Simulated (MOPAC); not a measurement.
MOPAC input (PM6):

```
PM6 1SCF GEO-OK AUX(PRECISION=9) THREADS=1
In2O

In   -0.00000000 1   -0.00000000 1   -2.01644000 1
O     0.00000000 1    0.00000000 1    0.00000000 1
In    0.00000000 1    0.00000000 1    2.01644000 1
```

From the output:

```
                                                       MOPAC v23.2.5 Linux

          FINAL HEAT OF FORMATION =         -8.95879 KCAL/MOL =     -37.48359 KJ/MOL

          COSMO AREA              =        116.69 SQUARE ANGSTROMS
          COSMO VOLUME            =         99.61 CUBIC ANGSTROMS

          IONIZATION POTENTIAL    =          8.961576 EV
          HOMO LUMO ENERGIES (EV) =         -8.962  1.704
          NO. OF FILLED LEVELS    =          6
          MOLECULAR WEIGHT        =        245.6394         POINT GROUP:  D*h

          MOLECULAR DIMENSIONS (Angstroms)

            Atom       Atom       Distance
           In     3   In     1     4.03288
           In     3   In     1     0.00000
           In     1    O     2     0.00000

          SCF CALCULATIONS        =          1

   ATOM   CHEMICAL          X               Y               Z
  NUMBER   SYMBOL      (ANGSTROMS)     (ANGSTROMS)     (ANGSTROMS)

     1      In         -0.00000000  *  -0.00000000  *  -2.01644000  *
     2       O          0.00000000  *   0.00000000  *   0.00000000  *
     3      In          0.00000000  *   0.00000000  *   2.01644000  *

                             CARTESIAN COORDINATES

   1   In       -0.000000000    -0.000000000    -2.016440000
   2    O        0.000000000     0.000000000     0.000000000
   3   In        0.000000000     0.000000000     2.016440000

           Empirical Formula: O In2  =     3 atoms

      MOLECULAR POINT GROUP   :   D*h

                  EIGENVALUES
 -23.37439 -15.79420 -10.98402 -10.98402  -9.71252  -8.96158   1.70367   1.70367
   1.73667   2.06608   2.06608   3.63183

              NET ATOMIC CHARGES AND DIPOLE CONTRIBUTIONS

  ATOM NO.   TYPE          CHARGE      No. of ELECS.   s-Pop       p-Pop
    1         In           0.563283        2.4367     1.89533     0.54138
    2          O          -1.126566        7.1266     1.79330     5.33326
    3         In           0.563283        2.4367     1.89533     0.54138
 DIPOLE           X         Y         Z       TOTAL
 POINT-CHG.     0.000     0.000     0.000     0.000
 HYBRID         0.000     0.000     0.000     0.000
 SUM            0.000     0.000     0.000     0.000

          ATOMIC ORBITAL ELECTRON POPULATIONS

     Atom    s        px        py        pz
    1 In   1.89533   0.04336   0.04336   0.45466
    2  O   1.79330   1.91328   1.91328   1.50671
    3 In   1.89533   0.04336   0.04336   0.45466

 **********************
 *                    *
 * JOB ENDED NORMALLY *
 *                    *
 **********************

 == MOPAC DONE ==
```

The geometry given is a B3LYP-D3(BJ)/def2-TZVP minimum.
